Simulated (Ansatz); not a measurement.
# What each rung costs, and what it gives

Saddle point of SiH2BrF3, closed shell (SiHF₃ ([F][SiH]([F])[F]) + HBr → SiHBrF₂ ([F][SiH]([F])[Br]) + HF; bonds formed: Si1–Br7, F2–H6; bonds broken: Si1–F2, H6–Br7), PBE0-D4/def2-TZVP structure:

Si1  (-0.547, -0.201, -0.015)
F2  (0.984, -0.640, 0.829)
F3  (-0.356, -1.252, -1.173)
F4  (-1.591, 0.854, -0.595)
H5  (-1.288, -0.656, 1.164)
H6  (1.573, 0.298, 0.356)
Br7  (1.225, 1.596, -0.568)
(Å)

Barriers are electronic and count from the start structure reached by relaxing down the imaginary mode.

Ansatz 0.2.0; basis: as named in each row; cores frozen in the correlated methods. Filled d shells of the heavier atoms are correlated. The def2 sets are not built for correlating such inner shells, so the correlated values are less sure here. B3LYP uses VWN-RPA correlation. Extrapolation: Hartree–Fock as exp(−7.88 √X), correlation as X^−2.97.

Times are rough, for one single point on 8 threads of a shared host (Arm Neoverse V1).

The estimate by CCSD(T) at an estimated basis limit (MP2 extrapolated from triple and quadruple zeta, plus CCSD(T) − MP2 in triple zeta) is 42.96 kcal/mol.

```csv
method,basis,time (s),barrier (kcal/mol),method less estimate
HF,STO-3G,under 1,35.81,-7.15
PBE-D4,STO-3G,under 1,-8.24,-51.20
SPW92,def2-SVP,under 1,18.29,-24.67
PBE-D4,def2-SVP,under 1,27.51,-15.45
B3LYP-D4,6-31G,under 1,32.85,-10.11
SPW92,def2-TZVPP,under 1,23.83,-19.12
PBE0-D4,def2-SVP,under 1,33.01,-9.94
PBE-D4,def2-TZVPP,under 1,32.50,-10.45
BLYP-D4,def2-TZVPP,under 1,38.25,-4.70
B3LYP-D4,def2-TZVPP,1,41.70,-1.26
BHLYP-D4,def2-TZVPP,1,47.18,4.22
PBE0-D4,def2-TZVPP,2,37.64,-5.32
CAM-B3LYP-D4,def2-TZVPP,2,42.59,-0.36
r2SCAN-D4,def2-TZVPP,2,36.72,-6.24
RPA on PBE,def2-TZVPP,2,44.37,1.41
wB97M-V,def2-SVP,2,34.54,-8.42
B2PLYP,def2-TZVPP,2,43.25,0.29
r2SCAN0-D4,def2-TZVPP,2,40.07,-2.89
PBE-QIDH,def2-TZVPP,2,41.35,-1.61
CCSD(T),def2-SVP,3,44.37,1.41
wB97X-V,def2-TZVPP,3,41.48,-1.48
B97M-V,def2-TZVPP,4,42.51,-0.44
wB97M-V,def2-TZVPP,4,39.86,-3.10
MP2,def2-QZVPP,8,41.39,-1.57
CCSD(T),def2-TZVPP,71,44.52,1.57
```

All methods are single points on the PBE0-D4 structures; a negative value means that the method puts the saddle structure below the start.

The T1 diagnostic stays at or below 0.011.

Labels in which every atom is bracketed show which atoms are joined, not bond orders.
